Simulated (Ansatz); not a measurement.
C2H6 (SMILES CC), charge 0, multiplicity 1, relaxed at each level with Ansatz (a quantum-chemistry and plane-wave program); harmonic frequencies from differences of analytic forces, average atomic masses, frozen cores.

| level | harmonic frequencies (cm⁻¹) | ZPE (eV) | cost over HF/def2-TZVPP (rough) |
|---|---|---|---|
| HF/def2-TZVPP | 328 881 881 1048 1323 1323 1522 1548 1614 1614 1619 1619 3154 3161 3197 3198 3225 3225 | 2.137 | ×1 |
| PBE/def2-TZVPP | 300 798 798 990 1177 1177 1359 1370 1452 1452 1454 1454 2968 2971 3022 3022 3047 3047 | 1.975 | ×1 |
| B3LYP/def2-TZVPP | 306 827 827 997 1222 1222 1414 1424 1503 1503 1507 1507 3029 3030 3074 3074 3099 3099 | 2.025 | ×1 |
| PBE0/def2-TZVPP | 308 821 821 1025 1216 1216 1400 1418 1496 1496 1498 1498 3048 3049 3105 3105 3130 3130 | 2.032 | ×1 |
| wB97X-V/def2-TZVPP | 305 826 826 1023 1225 1225 1412 1435 1507 1507 1509 1509 3054 3056 3111 3111 3134 3134 | 2.040 | ×2 |
| CCSD(T)/cc-pVDZ | 326 816 816 1024 1217 1217 1394 1425 1492 1492 1495 1495 3041 3047 3114 3114 3135 3135 | 2.033 | ×1 |

Measured: fundamentals as far as tabulated 2954, 1388, 995, 289, 2896, 1379, 2969, 1468, 1190, 2985, 1469, 822 cm⁻¹ [NIST CCCBDB]. Measured modes stand in the spectroscopists' order.
